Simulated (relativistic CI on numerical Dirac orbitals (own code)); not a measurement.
**Sensitivity of the levels of S⁸⁺ to α**

These numbers are calculated, not measured: Dirac-Coulomb-Breit CI, orbitals from a KLI potential per configuration, derivatives by finite differences, unscaled Slater integrals, QED left out (own radial code, finite nucleus).

Configuration list (outside the closed core 1s2): 2s²2p⁴, 2s2p⁵, 2p⁶, 2s²2p³3s, 2s²2p³3p, 2p⁵3s, 2p⁵3p, 2s²2p³3d. Levels of other configurations are missing.

With x = (α/α₀)² − 1 an excitation energy changes as ω = ω₀ + qx; K = 2q/ω₀ is the relative enhancement. Terms are leading LS components, so labels can repeat.

Lowest level 2s²2p⁴ ³P2.

```csv
Level,ω₀ (cm⁻¹),q (cm⁻¹),K
2s²2p⁴ ³P1,7917,8348,2.11
2s²2p⁴ ³P0,10545,10020,1.9
2s²2p⁴ ¹D2,60551,5264,0.174
2s²2p⁴ ¹S0,119124,7292,0.122
2s2p⁵ ³P°2,450416,12640,0.0561
2s2p⁵ ³P°1,457390,19510,0.0853
2s2p⁵ ³P°0,461235,23530,0.102
2s2p⁵ ¹P°1,633758,17170,0.0542
2p⁶ ¹S0,1080949,28060,0.0519
2s²2p³3s ⁵S°2,1749188,1701,0.00195
2s²2p³3s ³S°1,1777373,1641,0.00185
2s²2p³3s ³D°1,1841615,16.27,1.77e-05
2s²2p³3s ³D°2,1841777,424.5,0.000461
2s²2p³3s ³D°3,1842532,2251,0.00244
2s²2p³3s ¹D°2,1855860,805.8,0.000868
2s²2p³3p ⁵P1,1861278,3008,0.00323
2s²2p³3p ⁵P2,1861945,3609,0.00388
2s²2p³3p ⁵P3,1863188,4966,0.00533
2s²2p³3s ³P°0,1881996,3412,0.00363
2s²2p³3s ³P°1,1882590,4578,0.00486
2s²2p³3s ³P°2,1884200,7856,0.00834
2s²2p³3p ³P1,1888581,3712,0.00393
2s²2p³3p ³P2,1888961,4535,0.0048
```

At this charge configurations can still be misplaced by up to about 7 % of their energy.
